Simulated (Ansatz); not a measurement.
Na₅⁻. Total charge -1; singlet. Geometry PBE0/def2-SVPD.

Cartesian coordinates in Å:
```
Na -2.429 -0.030 -1.030
Na 0.298 0.753 -3.564
Na -1.434 -0.575 2.124
Na 2.302 -0.348 2.828
Na 1.263 0.199 -0.358
```

At HF/def2-TZVPD the restricted singlet is unstable: a solution with broken spin symmetry lies lower. At PBE/def2-SVPD, PBE/def2-TZVPD, B97M-V/def2-TZVPD the highest occupied level of the charge -1 singlet lies above zero (up to 0.15 eV). By energy differences its removal costs 1.04 eV (vertical, to the charge 0 doublet, at PBE0/def2-TZVPD). The structure comes from a short search, and lower isomers may exist.

Q: Estimate the orbital energies around the gap (eV) in Ansatz with HF/def2-TZVPD, PBE/def2-SVPD, PBE/def2-TZVPD, B97M-V/def2-TZVPD, CAM-B3LYP/def2-TZVPD.

A: 
```csv
orbital,HF/def2-TZVPD,PBE/def2-SVPD,PBE/def2-TZVPD,B97M-V/def2-TZVPD,CAM-B3LYP/def2-TZVPD
HOMO−13,-37.99,-25.01,-25.06,-26.69,-29.92
HOMO−12,-37.99,-25.01,-25.06,-26.69,-29.92
HOMO−11,-37.99,-25.01,-25.06,-26.69,-29.91
HOMO−10,-37.99,-25.01,-25.05,-26.69,-29.90
HOMO−9,-37.98,-25.00,-25.05,-26.68,-29.89
HOMO−8,-37.83,-25.00,-25.02,-26.66,-29.79
HOMO−7,-37.82,-24.99,-25.02,-26.66,-29.78
HOMO−6,-37.82,-24.98,-25.01,-26.66,-29.78
HOMO−5,-37.82,-24.98,-25.01,-26.65,-29.78
HOMO−4,-37.82,-24.97,-24.99,-26.64,-29.78
HOMO−3,-37.82,-24.96,-24.98,-26.63,-29.77
HOMO−2,-2.97,-1.03,-1.04,-1.07,-2.53
HOMO−1,-1.50,-0.24,-0.25,-0.27,-1.28
HOMO,-0.85,0.15,0.12,0.12,-0.76
LUMO,2.21,0.80,0.77,0.74,1.70
LUMO+1,2.23,0.94,0.92,0.87,1.76
LUMO+2,2.30,1.14,1.10,1.01,1.95
LUMO+3,2.35,1.40,1.33,1.19,1.97
LUMO+4,2.45,1.55,1.40,1.20,2.09
LUMO+5,2.50,1.67,1.55,1.35,2.11
```
